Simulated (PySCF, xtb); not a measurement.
C₃H₅ClSi, SMILES [Si@@H](Cl)(C)C#C.

GFN2-xTB (xtb 6.7.1) at its own geometry gives an orbital gap of 5.18 eV and a dipole moment of 1.83 D.

Coordinates come from a B3LYP-D3(BJ)/def2-SVP optimisation. The structure was generated by enumeration; whether it is a known compound was not checked.

What does PBE/def2-TZVP (PySCF) give? (Estimate from the structure and the level; the computed values follow.)

gap 5.60 eV (levels -7.12 and -1.52 eV), dipole 1.91 D.
